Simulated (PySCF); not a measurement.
**Vibration and rotation of CaF**

UHF-CCSD(T) constants of CaF, ²Σ⁺ (doublet), unpaired electrons σ ↑ (PySCF, no relativity, basis sets Ca aug-pcseg-1, F aug-pcseg-1; masses 39.9626 and 18.9984 u):

```
ωe           : 571.4 cm⁻¹
ωexe         : 2.74 cm⁻¹
Be           : 0.32355 cm⁻¹
αe           : 0.00222 cm⁻¹
De to Ca + F : 5.47 eV
```

(1) What force constant and bond length do these constants imply?

(2) Estimate the centrifugal constant D from the Kratzer relation and find the Dunham coefficient a1.

Correlated steps freeze 6 core orbitals. Correlated levels converge slowly with the basis: in double zeta they bind strong bonds too weakly, by up to about 1 eV, and carry superposition errors of some tenths. The state is the lowest determinant that a PBE0 search found; another state may lie lower at other levels.

## Answers

(1) Reduced mass μred = 12.877 u; k = 5.8918×10⁻⁷·μred·ωe² (u, cm⁻¹, mdyn/Å) = 2.48 mdyn/Å; Re = √(16.8576/(μred·Be)) (u, cm⁻¹, Å) = 2.012 Å.

(2) D = 4Be³/ωe² = 4.15e-07 cm⁻¹; a1 = −1 − αeωe/(6Be²) = -3.02.
